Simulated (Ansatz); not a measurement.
Ansatz (a quantum-chemistry and plane-wave program) input (HF/3-21G): The .json file is the Basis Set Exchange's 3-21G.

Ansatz 0.2 input:
```yaml
crystal:
  periodic: [false, false, false]
  atoms:
    - {symbol: F, position_ang: [-2.41677714, 0.88142096, -0.51094635]}
    - {symbol: Si, position_ang: [-1.29918959, -0.17931682, 0.14346436]}
    - {symbol: Si, position_ang: [1.15428276, -0.10145854, -0.56272722]}
    - {symbol: F, position_ang: [1.37592994, -1.36936820, 0.52522741]}
    - {symbol: F, position_ang: [1.64838219, 1.11210724, 0.47960843]}
    - {symbol: H, position_ang: [-1.85267347, -1.54536692, -0.20324688]}
    - {symbol: H, position_ang: [-1.58644572, -0.14121787, 1.62792152]}
basis:
  gaussian:
    orbitals: 3-21G.json
hamiltonian:
  xc: {name: HF}
total_charge: -1
phonons: {temperatures: {t_min: 298.15, t_max: 298.15, t_step: 100}}
```

Output:

```
Functional definition: HF
integrals: 0.01 GiB planned
654 factors; integrals over basis functions are off by at most 2.6e-4 eV
mean field: 0.15 GiB planned
mean field evaluation 1: about -23749.5556 eV, gradient 2.0e1 eV
mean field evaluation 2: about -23749.8190 eV, gradient 2.0e1 eV
mean field evaluation 4: about -23751.0238 eV, gradient 1.8e0 eV
mean field evaluation 8: about -23751.0490 eV, gradient 1.3e-1 eV
mean field -23751.04918635 eV, -872.8349585590 hartree, gradient 2.9e-5 eV, S^2 0.000000; 0 other end points of the search recorded, 0 dependent functions left out
the calculation of the forces begins
reference -23751.04918635 eV, -872.8349585590 hartree; 29, 29 occupied and 28, 28 virtual orbitals, 654 factors
these checks for a lower state are left out or cut short: stability, starts, cluster_reference, orbital_swaps, neighbouring_geometries, increment
integrals: 0.01 GiB planned
654 factors; integrals over basis functions are off by at most 2.6e-4 eV
mean field: 0.15 GiB planned
mean field evaluation 16: about -23751.0491 eV, gradient 4.5e-3 eV
mean field -23751.04914006 eV, -872.8349568579 hartree, gradient 7.2e-6 eV, S^2 0.000000; 0 other end points of the search recorded, 0 dependent functions left out
the calculation of the forces begins
reference -23751.04914006 eV, -872.8349568579 hartree; 29, 29 occupied and 28, 28 virtual orbitals, 654 factors
these checks for a lower state are left out or cut short: stability, starts, cluster_reference, orbital_swaps, neighbouring_geometries, increment
integrals: 0.01 GiB planned
654 factors; integrals over basis functions are off by at most 2.6e-4 eV
mean field: 0.15 GiB planned
mean field -23751.04913995 eV, -872.8349568538 hartree, gradient 7.2e-6 eV, S^2 0.000000; 0 other end points of the search recorded, 0 dependent functions left out
the calculation of the forces begins
reference -23751.04913995 eV, -872.8349568538 hartree; 29, 29 occupied and 28, 28 virtual orbitals, 654 factors
these checks for a lower state are left out or cut short: stability, starts, cluster_reference, orbital_swaps, neighbouring_geometries, increment
integrals: 0.01 GiB planned
654 factors; integrals over basis functions are off by at most 2.6e-4 eV
mean field: 0.15 GiB planned
mean field evaluation 32: about -23750.7074 eV, gradient 4.3e-3 eV
mean field -23751.04914139 eV, -872.8349569068 hartree, gradient 7.2e-6 eV, S^2 0.000000; 0 other end points of the search recorded, 0 dependent functions left out
the calculation of the forces begins
reference -23751.04914139 eV, -872.8349569068 hartree; 29, 29 occupied and 28, 28 virtual orbitals, 654 factors
these checks for a lower state are left out or cut short: stability, starts, cluster_reference, orbital_swaps, neighbouring_geometries, increment
integrals: 0.01 GiB planned
654 factors; integrals over basis functions are off by at most 2.6e-4 eV
mean field: 0.15 GiB planned
mean field -23751.04914051 eV, -872.8349568745 hartree, gradient 7.2e-6 eV, S^2 0.000000; 0 other end points of the search recorded, 0 dependent functions left out
the calculation of the forces begins
reference -23751.04914051 eV, -872.8349568745 hartree; 29, 29 occupied and 28, 28 virtual orbitals, 654 factors
these checks for a lower state are left out or cut short: stability, starts, cluster_reference, orbital_swaps, neighbouring_geometries, increment
integrals: 0.01 GiB planned
654 factors; integrals over basis functions are off by at most 2.6e-4 eV
mean field: 0.15 GiB planned
mean field -23751.04916383 eV, -872.8349577312 hartree, gradient 7.2e-6 eV, S^2 0.000000; 0 other end points of the search recorded, 0 dependent functions left out
the calculation of the forces begins
reference -23751.04916383 eV, -872.8349577312 hartree; 29, 29 occupied and 28, 28 virtual orbitals, 654 factors
these checks for a lower state are left out or cut short: stability, starts, cluster_reference, orbital_swaps, neighbouring_geometries, increment
integrals: 0.01 GiB planned
654 factors; integrals over basis functions are off by at most 2.6e-4 eV
mean field: 0.15 GiB planned
mean field evaluation 64: about -23751.0492 eV, gradient 4.3e-4 eV
mean field -23751.04916441 eV, -872.8349577528 hartree, gradient 7.2e-6 eV, S^2 0.000000; 0 other end points of the search recorded, 0 dependent functions left out
the calculation of the forces begins
reference -23751.04916441 eV, -872.8349577528 hartree; 29, 29 occupied and 28, 28 virtual orbitals, 654 factors
these checks for a lower state are left out or cut short: stability, starts, cluster_reference, orbital_swaps, neighbouring_geometries, increment
integrals: 0.01 GiB planned
654 factors; integrals over basis functions are off by at most 2.6e-4 eV
mean field: 0.15 GiB planned
[...]
the calculation of the forces begins
reference -23751.04914661 eV, -872.8349570987 hartree; 29, 29 occupied and 28, 28 virtual orbitals, 654 factors
these checks for a lower state are left out or cut short: stability, starts, cluster_reference, orbital_swaps, neighbouring_geometries, increment
integrals: 0.01 GiB planned
654 factors; integrals over basis functions are off by at most 2.6e-4 eV
mean field: 0.15 GiB planned
mean field evaluation 288: about -23751.0492 eV, gradient 1.2e-6 eV
mean field -23751.04917370 eV, -872.8349580941 hartree, gradient 7.2e-6 eV, S^2 0.000000; 0 other end points of the search recorded, 0 dependent functions left out
the calculation of the forces begins
reference -23751.04917370 eV, -872.8349580941 hartree; 29, 29 occupied and 28, 28 virtual orbitals, 654 factors
these checks for a lower state are left out or cut short: stability, starts, cluster_reference, orbital_swaps, neighbouring_geometries, increment
integrals: 0.01 GiB planned
654 factors; integrals over basis functions are off by at most 2.6e-4 eV
mean field: 0.15 GiB planned
mean field -23751.04917261 eV, -872.8349580539 hartree, gradient 7.2e-6 eV, S^2 0.000000; 0 other end points of the search recorded, 0 dependent functions left out
the calculation of the forces begins
reference -23751.04917261 eV, -872.8349580539 hartree; 29, 29 occupied and 28, 28 virtual orbitals, 654 factors
these checks for a lower state are left out or cut short: stability, starts, cluster_reference, orbital_swaps, neighbouring_geometries, increment
integrals: 0.01 GiB planned
654 factors; integrals over basis functions are off by at most 2.6e-4 eV
mean field: 0.15 GiB planned
mean field -23751.04914291 eV, -872.8349569626 hartree, gradient 7.2e-6 eV, S^2 0.000000; 0 other end points of the search recorded, 0 dependent functions left out
the calculation of the forces begins
reference -23751.04914291 eV, -872.8349569626 hartree; 29, 29 occupied and 28, 28 virtual orbitals, 654 factors
these checks for a lower state are left out or cut short: stability, starts, cluster_reference, orbital_swaps, neighbouring_geometries, increment
integrals: 0.01 GiB planned
654 factors; integrals over basis functions are off by at most 2.6e-4 eV
mean field: 0.15 GiB planned
mean field -23751.04914253 eV, -872.8349569487 hartree, gradient 7.2e-6 eV, S^2 0.000000; 0 other end points of the search recorded, 0 dependent functions left out
the calculation of the forces begins
reference -23751.04914253 eV, -872.8349569487 hartree; 29, 29 occupied and 28, 28 virtual orbitals, 654 factors
these checks for a lower state are left out or cut short: stability, starts, cluster_reference, orbital_swaps, neighbouring_geometries, increment
integrals: 0.01 GiB planned
654 factors; integrals over basis functions are off by at most 2.6e-4 eV
mean field: 0.15 GiB planned
mean field evaluation 320: about -23750.7073 eV, gradient 4.3e-3 eV
mean field -23751.04917696 eV, -872.8349582139 hartree, gradient 7.2e-6 eV, S^2 0.000000; 0 other end points of the search recorded, 0 dependent functions left out
the calculation of the forces begins
reference -23751.04917696 eV, -872.8349582139 hartree; 29, 29 occupied and 28, 28 virtual orbitals, 654 factors
these checks for a lower state are left out or cut short: stability, starts, cluster_reference, orbital_swaps, neighbouring_geometries, increment
integrals: 0.01 GiB planned
654 factors; integrals over basis functions are off by at most 2.6e-4 eV
mean field: 0.15 GiB planned
mean field -23751.04917696 eV, -872.8349582139 hartree, gradient 7.2e-6 eV, S^2 0.000000; 0 other end points of the search recorded, 0 dependent functions left out
the calculation of the forces begins
reference -23751.04917696 eV, -872.8349582139 hartree; 29, 29 occupied and 28, 28 virtual orbitals, 654 factors
these checks for a lower state are left out or cut short: stability, starts, cluster_reference, orbital_swaps, neighbouring_geometries, increment
integrals: 0.01 GiB planned
654 factors; integrals over basis functions are off by at most 2.6e-4 eV
mean field: 0.15 GiB planned
mean field -23751.04917834 eV, -872.8349582645 hartree, gradient 7.2e-6 eV, S^2 0.000000; 0 other end points of the search recorded, 0 dependent functions left out
the calculation of the forces begins
reference -23751.04917834 eV, -872.8349582645 hartree; 29, 29 occupied and 28, 28 virtual orbitals, 654 factors
these checks for a lower state are left out or cut short: stability, starts, cluster_reference, orbital_swaps, neighbouring_geometries, increment
integrals: 0.01 GiB planned
654 factors; integrals over basis functions are off by at most 2.6e-4 eV
mean field: 0.15 GiB planned
mean field evaluation 352: about -23751.0492 eV, gradient 4.3e-4 eV
mean field -23751.04917809 eV, -872.8349582553 hartree, gradient 7.2e-6 eV, S^2 0.000000; 0 other end points of the search recorded, 0 dependent functions left out
the calculation of the forces begins
reference -23751.04917809 eV, -872.8349582553 hartree; 29, 29 occupied and 28, 28 virtual orbitals, 654 factors
these checks for a lower state are left out or cut short: stability, starts, cluster_reference, orbital_swaps, neighbouring_geometries, increment
integrals: 0.01 GiB planned
654 factors; integrals over basis functions are off by at most 2.6e-4 eV
mean field: 0.15 GiB planned
mean field -23751.04917908 eV, -872.8349582917 hartree, gradient 7.2e-6 eV, S^2 0.000000; 0 other end points of the search recorded, 0 dependent functions left out
the calculation of the forces begins
reference -23751.04917908 eV, -872.8349582917 hartree; 29, 29 occupied and 28, 28 virtual orbitals, 654 factors
these checks for a lower state are left out or cut short: stability, starts, cluster_reference, orbital_swaps, neighbouring_geometries, increment
integrals: 0.01 GiB planned
654 factors; integrals over basis functions are off by at most 2.6e-4 eV
mean field: 0.15 GiB planned
mean field -23751.04917879 eV, -872.8349582812 hartree, gradient 7.2e-6 eV, S^2 0.000000; 0 other end points of the search recorded, 0 dependent functions left out
the calculation of the forces begins
reference -23751.04917879 eV, -872.8349582812 hartree; 29, 29 occupied and 28, 28 virtual orbitals, 654 factors
these checks for a lower state are left out or cut short: stability, starts, cluster_reference, orbital_swaps, neighbouring_geometries, increment
integrals: 0.01 GiB planned
654 factors; integrals over basis functions are off by at most 2.6e-4 eV
mean field: 0.15 GiB planned
mean field -23751.04913635 eV, -872.8349567216 hartree, gradient 7.2e-6 eV, S^2 0.000000; 0 other end points of the search recorded, 0 dependent functions left out
the calculation of the forces begins
reference -23751.04913635 eV, -872.8349567216 hartree; 29, 29 occupied and 28, 28 virtual orbitals, 654 factors
these checks for a lower state are left out or cut short: stability, starts, cluster_reference, orbital_swaps, neighbouring_geometries, increment
integrals: 0.01 GiB planned
654 factors; integrals over basis functions are off by at most 2.6e-4 eV
mean field: 0.15 GiB planned
mean field evaluation 384: about -23751.0440 eV, gradient 1.8e0 eV
mean field -23751.04913638 eV, -872.8349567227 hartree, gradient 7.2e-6 eV, S^2 0.000000; 0 other end points of the search recorded, 0 dependent functions left out
the calculation of the forces begins
reference -23751.04913638 eV, -872.8349567227 hartree; 29, 29 occupied and 28, 28 virtual orbitals, 654 factors
Total energy: -23751.04918635 eV, -872.8349585590 hartree
Atom 0 at    -2.416777     0.881421    -0.510946 Å, force     0.000056     0.000148    -0.000122 eV/Å
Atom 1 at    -1.299190    -0.179317     0.143464 Å, force    -0.000246    -0.000317     0.000348 eV/Å
Atom 2 at     1.154283    -0.101459    -0.562727 Å, force     0.000086     0.000085    -0.000241 eV/Å
Atom 3 at     1.375930    -1.369368     0.525227 Å, force    -0.000042    -0.000067     0.000055 eV/Å
Atom 4 at     1.648382     1.112107     0.479608 Å, force    -0.000118    -0.000035     0.000044 eV/Å
Atom 5 at    -1.852673    -1.545367    -0.203247 Å, force     0.000216     0.000130    -0.000004 eV/Å
Atom 6 at    -1.586446    -0.141218     1.627922 Å, force     0.000047     0.000057    -0.000080 eV/Å
Dipole moment:    -0.088895    -0.008342    -0.043500 e Å
Vibrations: 74.97 85.38 107.31 173.74 318.38 336.18 449.34 822.71 843.69 852.67 860.34 966.31 1011.13 2124.46 2146.01 cm⁻¹, zero-point energy 0.692613 eV
```

The blocks after the first are displaced geometries, from whose forces the wavenumbers follow.

The dipole moment of an ion depends on the origin.
